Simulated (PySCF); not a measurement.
N-methylmethanimine (C2H5N), SMILES C=NC.

The structure is a stationary point at PBE0-D3(BJ)/def2-TZVP.

Computed with PySCF with SMD-M06-2X/def2-SVP.

Solvation free energies are E(SMD) − E(gas) at the gas-phase geometry, for 1 M in both phases. In vacuum the dipole moment is 1.49 D.

Computed solvation free energies in water, dimethylsulfoxide, diethylether:
```csv
solvent,ΔG(solv) (kcal/mol),its non-electrostatic (CDS) part,dipole (D)
water,-3.4,0.4,1.98
dimethylsulfoxide,-1.7,2.1,1.97
diethylether,-2.3,0.3,1.80
```
